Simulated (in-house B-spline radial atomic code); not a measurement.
Ce3+: [Ar] 3d10 4s1 4p6 4d10 4f2 5s2 5p6 (with a hole in an inner shell)

Computed with an all-electron radial atomic-structure program (B-spline basis): Dirac-Hartree-Fock, average of configuration, Fermi nucleus of rms radius 4.8771 fm.

Z_r = [3n² - l(l+1)]/(2<r>); Z_e = n√(-2ε); the last column is Slater's effective charge. Values are occupation-weighted means over j. An effective charge above Z reflects the relativistic contraction of the inner shells.

```
shell  electrons   ε (eV)  <r> (bohr)    Z_r    Z_e  Slater
   1s          2   -40715     0.02457  61.05  54.70   57.70
   2s          2  -6654.3      0.1046  57.35  44.23   53.85
   2p          6  -5969.9     0.09214  54.27  41.89   53.85
   3s          2  -1501.9      0.2773  48.68  31.52   46.75
   3p          6  -1278.4       0.275  45.45  29.08   46.75
   3d         10  -953.57      0.2527  41.56  25.12   36.85
   4s          1   -346.8      0.6387  37.58  20.19   30.60
   4p          6  -265.95      0.6718  34.24  17.68   30.60
   4d         10  -153.37      0.7405  28.36  13.43   19.85
   5s          2  -74.252       1.514  24.77  11.68   11.40
   5p          6   -52.24       1.713  21.31   9.80   11.40
   4f          2  -40.421        0.98  18.37   6.89   12.65
```

The least bound orbital is 4f7/2 at -40.28 eV, while the most diffuse is 5p3/2 (<r> = 1.736 bohr against 0.9828 bohr): energy order and size order differ. The part-filled 4s shell lies below the filled 5p shell in orbital energy.

Spin-orbit splittings of the orbital energies (j = l + 1/2 above j = l - 1/2 when positive): 2p 448.2 eV, 3p 90.27 eV, 3d 19.13 eV, 4p 19.64 eV, 4d 3.513 eV, 5p 3.155 eV, 4f 0.3217 eV.

For the 1s electron the small component carries 4.61 % of the norm, the zero-frequency Breit interaction raises the level by 109.4 eV, self-energy by 63.98 eV, and vacuum polarisation lowers it by 9.53 eV.

The density falls to 0.001 bohr⁻³ at 3.456 bohr; Σ<r²> = 38.765 bohr² gives, by the non-relativistic formula and without the paramagnetism of open shells, a Langevin diamagnetic susceptibility of -30.7×10⁻⁶ cm³/mol.
